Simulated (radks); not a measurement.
Results of a calculation; reference values are marked as such.
Q: Excited configurations of Rb+: one electron is placed in a higher orbital outside [Ar] 3d10 4s2 4p5. The ground configuration is [Kr]. Level of theory: scalar-relativistic Kohn-Sham, PBE, spin-polarised, spherical densities, finite nucleus; open shells are filled with parallel spins first (spin-orbit coupling, left out, can overturn this in heavy ions); Fermi nuclear charge, rms radius 4.2036 fm (a radial shooting solver on a logarithmic mesh with Libxc functionals). Excitation = E - E(ground); binding = E(ion) - E, where the ion is the core of charge +2; n* = 2/sqrt(2 binding) in atomic units, and the quantum defect is n - n*.

outer orbital  excitation (eV)  binding (eV)     n*  quantum defect  eigenvalue (eV)  <r> (bohr)
4f                      23.721         3.640  3.867           0.133           -2.617       8.400
5d                      22.573         4.787  3.372           1.628           -3.647       7.535
5f                      24.886         2.474  4.690           0.310           -1.885       14.29
6d                      24.397         2.963  4.286           1.714           -2.348       13.14
6f                      25.581         1.780  5.530           0.470           -1.407       21.43
7s                      24.104         3.257  4.088           2.912           -2.653       13.25
7p                      24.582         2.778  4.426           2.574           -2.251       15.16

Estimate the row for 7d.

A: excitation (eV) 25.332; binding (eV) 2.029; n* 5.180; quantum defect 1.820; eigenvalue (eV) -1.633; <r> (bohr) 20.06. The Delta-SCF ionisation energy is 27.360 eV (NIST Atomic Spectra Database: 27.290 eV, measured). Self-interaction in the functional shifts the binding energies and quantum defects, so they are the method's values and not measured ones. Open shells are spherical and high-spin; term and fine-structure splittings are not resolved.
